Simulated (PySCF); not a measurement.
# Correlation energy of Kr²⁺ (krypton, charge +2)

[Ar] 3d10 4s1 4p5, high-spin 3P determinant (an excited configuration). Computed with PySCF 2.14 in x2c-TZVPPall (6s5p4d1f, 48 functions), with the spin-free X2C one-electron Hamiltonian (Gaussian nucleus). Frozen: [Ne]; 24 electrons correlated.

```json
{"level": "CCSD", "correlation energy (mhartree)": "-364.77"}
{"level": "(T)", "correlation energy (mhartree)": "-21.51"}
{"level": "CCSD(T)", "correlation energy (mhartree)": "-386.28"}
```

Diagnostics: T1 = 0.0064, D1 = 0.0226, largest double amplitude 0.187.

**Question.** Is a single reference adequate?

**Answer.** Not fully. A double-excitation amplitude exceeds 0.15, a sign of near-degeneracy.

This basis was not built for core-valence correlation, so the inner-shell part is incomplete.
